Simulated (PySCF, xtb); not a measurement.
SnF₄, SMILES [F][Sn]([F])([F])[F].

Harmonic wavenumbers (cm⁻¹) from GFN2-xTB in xtb at its own minimum, in rising order: 74, 74, 97, 97, 97, 240, 450, 450, 450.

Problem. What does PBE-D3(BJ)/def2-SVP (PySCF) give at its own minimum? (An estimate is asked for; the answer gives what the named calculation found.)

Solution. 126, 126, 171, 171, 171, 604, 655, 655, 655. Paired by order, the mean absolute difference is 145 cm⁻¹ and the zero-point energies are 2.9 and 4.8 kcal/mol.
